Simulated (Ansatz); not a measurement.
Consider the ligand exchange at the Si–C bond: `F[SiH](F)C#C[SiH3]` + `C=C[SiH2]O` → `C=C[SiH2]O[SiH](F)F` + `C#C[SiH3]`.

Computed with Ansatz on PBE0-D4/def2-TZVP structures; ΔE is electronic, products minus reactants. CCSD(T)/CBS adds triple-zeta CCSD(T) − MP2 to the extrapolated MP2 energy (def2 sets, frozen cores). DFT in def2-TZVPP. B3LYP here is the variant with VWN-RPA as its local correlation; programs differ in this. Each species was taken in one conformer, which may not be the lowest.

`F[SiH](F)C#C[SiH3]`:

```xyz
10

F    -1.845    2.720   -0.194
Si   -0.578    2.137   -0.940
F     0.615    3.153   -0.720
C    -0.140    0.541   -0.209
C     0.147   -0.551    0.234
Si    0.583   -2.193    0.920
H    -0.869    2.047   -2.378
H     0.895   -2.039    2.360
H    -0.573   -3.103    0.738
H     1.764   -2.712    0.189
```

`C=C[SiH2]O`:

```xyz
10

C     1.390   -0.716   -0.495
C     0.113   -0.953   -0.207
Si   -1.018    0.341    0.498
O    -0.285    1.818    0.543
H     1.840    0.257   -0.318
H     2.044   -1.478   -0.911
H    -0.283   -1.950   -0.399
H    -2.263    0.384   -0.322
H    -1.377    0.026    1.902
H    -0.161    2.272   -0.291
```

`C=C[SiH2]O[SiH](F)F`:

Cartesian coordinates in Å:
```
C 0.021 -1.904 0.789
C 0.898 -1.596 -0.163
Si 0.869 -0.023 -1.134
O -0.386 0.923 -0.641
Si -1.127 1.910 0.373
F -1.914 1.066 1.459
F -0.073 2.788 1.161
H 0.075 -2.838 1.339
H -0.791 -1.237 1.062
H 1.689 -2.313 -0.385
H 0.671 -0.293 -2.580
H 2.138 0.728 -0.957
H -2.070 2.788 -0.323
```

`C#C[SiH3]`:

```xyz
7

C    -0.933   -0.892   -1.476
C    -0.360   -0.343   -0.568
Si    0.508    0.486    0.804
H    -1.441   -1.376   -2.279
H     0.070    1.901    0.878
H     0.184   -0.203    2.077
H     1.971    0.428    0.565
```

Task: Is it downhill or uphill in electronic energy at CCSD(T)/CBS, and by how much? (Estimate.)

Result: Computed: Downhill: ΔE = -105.6 kJ/mol.

Task: What do these levels give: r2SCAN-D4, ωB97X-V, ωB97M-V, B3LYP, HF/def2-TZVPP, MP2/CBS(def2)? (An estimate is asked.)

Result: The calculation gave: r2SCAN-D4 -102.0, ωB97X-V -105.5, ωB97M-V -105.7, B3LYP -100.7, HF/def2-TZVPP -118.8, MP2/CBS(def2) -103.6 kJ/mol.

Largest T1 diagnostic among the species: 0.013.

The D4 term adds −5.8 kJ/mol with B3LYP and −3.5 kJ/mol with PBE0; it sums over pairs of atoms, weighted by their polarisabilities, and B3LYP, whose exchange is more repulsive, gets the larger term. From PBE to PBE0 (25 % exact exchange), in def2-TZVPP and without D4, ΔE moves by −7.9 kJ/mol.
